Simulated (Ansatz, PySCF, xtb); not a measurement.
Complex: ethylamine (SMILES CCN) (first 10 atoms) with NH3 (SMILES N); geometry from B3LYP-D3(BJ)/def2-TZVP, rigid monomers moved along the line of their centres of mass till N3···H14 is 1.99 Å.
(charge 0, multiplicity 1):
```xyz
14

C      1.34113     0.26814     0.35676
C     -0.11201     0.67681     0.17571
N     -1.00936    -0.37288     0.67884
H      2.00873     1.04835    -0.01299
H      1.55868     0.09405     1.41078
H      1.56050    -0.64679    -0.20127
H     -0.29812     0.92389    -0.87877
H     -0.30934     1.58159     0.75546
H     -1.97988    -0.11734     0.53728
H     -0.85528    -1.23901     0.17366
N      0.02201    -0.14996     3.47996
H      0.29383    -1.04200     3.87779
H     -0.66746     0.25452     4.10346
H     -0.43596    -0.33820     2.58755
```

Monomers are frozen at their geometry in the pair; levels with a basis set take the counterpoise correction.

Frozen-core correlation.

Run with Ansatz (Gaussian orbitals); PySCF for the dispersion terms; xtb for the GFN methods. Values without a source in brackets are computed.

### Question
Give the interaction energy at the level GFN-FF.

### Answer
-6.5 kcal/mol

### Question
Predict the interaction energy from PBE0-D3(BJ)/def2-TZVPPD.

### Answer
-3.9 kcal/mol

### Question
Predict the interaction energy from CCSD(T)/aug-cc-pVDZ.

### Answer
-2.3 kcal/mol

Ansatz is a quantum-chemistry and plane-wave program.
